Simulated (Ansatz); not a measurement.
Cost and result for the atomization energy of `OBNCS` (11 atoms, 10 bonds).

Cartesian coordinates in Å:
```
O 1.961 -0.062 0.507
B 1.310 -0.272 -0.668
N -0.076 -0.035 -0.844
C -0.983 0.587 0.072
S -1.045 -0.153 1.743
H 1.356 0.087 1.246
H 1.936 -0.679 -1.605
H -0.486 -0.276 -1.729
H -0.715 1.629 0.281
H -1.990 0.588 -0.345
H -1.269 -1.415 1.342
```

Charge 0, multiplicity 1. The geometry is a stationary point of PBE0-D4/def2-TZVP. It is one conformer, not always the lowest. Program: Ansatz. All runs use 4 threads of an Arm Neoverse V2 on a shared host. Times are those of one run each, without the atoms' runs, and a repeat can differ threefold. Electronic energies, without spin–orbit coupling; frozen cores. CCSD(T)/CBS adds CCSD(T) − MP2 in def2-TZVPP to the MP2 limit, and its time is that of the two runs behind it. T1 = 0.012. B3LYP takes the VWN-RPA correlation (the form of Gaussian; ORCA's B3LYP/G).

CCSD(T)/CBS is a level of theory with its own doubt, some kJ/mol a heavy atom from the limit and from the frozen cores, so smaller differences don't rank the functionals.

```csv
level,functions,wall time,atomization (kJ/mol),difference from CCSD(T)/CBS,per bond
PBE-D4/def2-TZVPP (with forces),250,2 s,4255.3,113.1,11.3
PBE0-D4/def2-TZVPP,250,2.1 s,4163.9,21.7,2.2
B3LYP-D4/def2-TZVPP (with forces),250,3.2 s,4159.9,17.7,1.8
r2SCAN-D4/def2-TZVPP (with forces),250,3.7 s,4159.5,17.3,1.7
B2PLYP/def2-TZVPP,250,4.2 s,4108.2,-34.0,-3.4
ωB97X-V/def2-TZVPP,250,6 s,4163.0,20.8,2.1
ωB97M-V/def2-TZVPP (with forces),250,8.5 s,4177.1,34.9,3.5
MP2/def2-QZVPP,478,16 s,4173.5,31.3,3.1
CCSD(T)/def2-TZVPP,250,110 s,4025.0,-117.2,-11.7
CCSD(T)/CBS(def2),–,2 min,4142.2,0.0,0.0
```

From PBE to PBE0 (25 % exact exchange), in def2-TZVPP and without D4, the atomization energy moves by −87.9 kJ/mol: exact exchange takes away binding that semilocal exchange gives to molecules. The D4 term adds +35.8 kJ/mol with B3LYP and +18.7 kJ/mol with PBE0; it sums over pairs of atoms, weighted by their polarisabilities, and B3LYP, whose exchange is more repulsive, gets the larger term. In def2-TZVPP, CCSD(T) changes the Hartree–Fock value by +1077.8 kJ/mol (the triples alone add +67.3 kJ/mol) and MP2 by +1157.2 kJ/mol; breaking electron pairs costs correlation energy, which Hartree–Fock lacks.
